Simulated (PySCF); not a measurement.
**A thermochemical cycle for KF**

PBE in PySCF with x2c-SVPall on every atom, spin-free X2C, for the lowest determinant that a PBE0 search found; no spin–orbit coupling. KF, a singlet (closed shell), has De = 4.74 eV to neutral atoms, and KF⁺, a doublet (π ↑), has De = 0.24 eV to K⁺ + F.

At the same level the K atom ionises at 4.44 eV.

**Question.** What is the adiabatic ionisation energy of the molecule, and does ionisation strengthen or weaken the bond?

**Answer.** IE = IE(K) + De(neutral) − De(ion) = 4.44 + 4.74 − 0.24 = 8.94 eV. De changes by -4.50 eV, so ionisation weakens the bond.

Weak bonds: KF⁺. Basis-set superposition, not corrected here, can be much of De in a small basis, most of all at correlated wavefunction levels. For an ion De counts to the pair picked by the measured ionisation energies or electron affinities, which need not be the lowest pair at this level. States were picked by a PBE0 search and need not be the measured ground states.
